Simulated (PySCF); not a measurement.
A calculated (TPSS, PySCF 2.14, x2c-TZVPall, the spin-free X2C one-electron Hamiltonian (Gaussian nucleus)) atom or ion has these occupied shells.

```tsv
shell	electrons	orbital energy (eV)	rms radius, mean of both spins (bohr)
1s α	1	-12511.8	0.0508
1s β	1	-12511.8	0.0508
2s α	1	-1610.5	0.212
2s β	1	-1610.5	0.212
2p α	3	-1415.3	0.189
2p β	3	-1415.2	0.189
3s α	1	-215.09	0.615
3s β	1	-214.96	0.615
3p α	3	-153.83	0.638
3p β	3	-153.69	0.638
3d α	5	-53.166	0.706
3d β	5	-52.948	0.706
4s α	1	-18.150	1.93
4s β	1	-16.178	1.93
4p α	3	-7.196	2.46
4p β	1	-5.756	2.46
```

Task: Name the element and its charge.

Result: Se (selenium, neutral), in [Ar] 3d10 4s2 4p4, high-spin 3P determinant.
